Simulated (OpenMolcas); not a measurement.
## Lines of Hf II: computed and rescaled rates

```yaml
Program: OpenMolcas 26.06
Method: "MS-CASPT2, IPEA 0.25 Eh, imaginary shift 0.1 Eh (closed shells correlated: 5s 5p)"
Basis: ANO-RCC-VQZP [9s8p6d4f3g2h]
Scalar_Hamiltonian: DKH2, point nucleus
Active_space: 3 electrons in 6 orbitals (5d 6s)
State_averaging: 2S+1 = 2 even, 65 roots; 2S+1 = 4 even, 20 roots kept (CI in the orbitals of an earlier block)
Spin-orbit_coupling: state interaction with AMFI integrals over the reference wave functions, term energies averaged over their components
```

Rates come from the transition moments of the reference wave functions (E1 and E2 in the length form). At fixed line strength A goes as λ^-3 for E1 and M1 and as λ^-5 for E2, so a rate at the computed wavelength can be rescaled to the measured one. Measured vacuum wavelengths follow from level energies in NIST Handbook of Basic Atomic Spectroscopic Data. Branching counts decays inside the model space alone, at computed energies, and the table is only a selection of the M1 lines, drawn from those between levels with measured partners whose computed energy lies within a factor of 1.5 of the measured one.

```json
{"Upper": "5d² 6s ⁴P_5/2 [65 %]", "Lower": "5d 6s² ²D_5/2", "Type": "M1", "λ computed (nm)": "921.7", "λ measured (nm)": "958.3", "A computed (s-1)": "3.70e-01", "A rescaled (s-1)": "", "Branching %": "45.9"}
{"Upper": "5d 6s² ²D_5/2", "Lower": "5d 6s² ²D_3/2", "Type": "M1", "λ computed (nm)": "3343", "λ measured (nm)": "3278", "A computed (s-1)": "3.08e-01", "A rescaled (s-1)": "3.27e-01", "Branching %": "100.0"}
{"Upper": "5d² 6s ⁴F_9/2", "Lower": "5d² 6s ⁴F_7/2", "Type": "M1", "λ computed (nm)": "4790", "λ measured (nm)": "4957", "A computed (s-1)": "2.38e-01", "A rescaled (s-1)": "2.15e-01", "Branching %": "100.0"}
{"Upper": "5d² 6s ⁴F_7/2", "Lower": "5d 6s² ²D_5/2", "Type": "M1", "λ computed (nm)": "2855", "λ measured (nm)": "3036", "A computed (s-1)": "2.00e-01", "A rescaled (s-1)": "", "Branching %": "56.7"}
{"Upper": "5d² 6s ⁴F_7/2", "Lower": "5d² 6s ⁴F_5/2", "Type": "M1", "λ computed (nm)": "6227", "λ measured (nm)": "6947", "A computed (s-1)": "1.53e-01", "A rescaled (s-1)": "1.10e-01", "Branching %": "43.3"}
{"Upper": "5d² 6s ⁴F_5/2", "Lower": "5d² 6s ⁴F_3/2", "Type": "M1", "λ computed (nm)": "7890", "λ measured (nm)": "7935", "A computed (s-1)": "7.68e-02", "A rescaled (s-1)": "7.55e-02", "Branching %": "92.5"}
{"Upper": "5d² 6s ⁴F_3/2", "Lower": "5d 6s² ²D_3/2", "Type": "M1", "λ computed (nm)": "2761", "λ measured (nm)": "2744", "A computed (s-1)": "2.08e-02", "A rescaled (s-1)": "", "Branching %": "95.6"}
```

Spin-changing lines and M1 lines between different terms are not rescaled, since their strength hangs on the term gaps too.

The largest correction is for 5d² 6s ⁴F_7/2 → 5d² 6s ⁴F_5/2 (M1): 1.53e-01 × (6227 / 6947)^3 = 1.10e-01 s-1, a factor of 0.72.

The computed rate and branching of 5d 6s² ²D_5/2 → 5d 6s² ²D_3/2 give the upper level a radiative lifetime of 1.000 / 3.08e-01 s-1 = 3.25e+00 s, counting decays inside the model space alone. The rescaled rate gives about 3.1e+00 s.

These are rates of the free ion; in crystals, glasses and complexes forced electric-dipole and non-radiative decay shorten such lifetimes by orders of magnitude. No measured rate stands beside these. Rescaling mends the energy factor alone: line strengths can still be far off where a level mixes with configurations outside the active space, and weak or spin-changing lines hang on small mixing coefficients that depend on the term gaps too, so rescaling need not improve them.

Term energies are means over components that CASPT2 splits; among the terms shown or strongly mixed into the levels shown the widest spread is 1000 cm-1 (5d² 6s ²F). Over all roots computed the reference weight is 0.89 to 0.94; the roots of lowest weight are the least certain, and an intruder state may touch them. Terms from blocks run as CI alone lack orbitals of their own. Configurations are named by rounded mean occupations; where the s occupation lies near a half they are strongly mixed, a name can repeat and a true partner stay unpaired. A single d shell beside an s shell can misplace configurations of different d count against each other. The CASPT2 spread within a term exceeds the gap to the next term for 5d² 6s ²F and 5d² 6s ⁴P, so the order of their levels is uncertain, and so are names and mixing where such terms share a J. Measured partners are found by configuration, term and J. A level has none where our copy of the source lacks it or the pairing is in doubt (some pairs that miss far off the trend of their configuration count as doubtful). Only configurations of the active space appear.

A share in square brackets marks a mixed level and gives the weight of the term that names it.
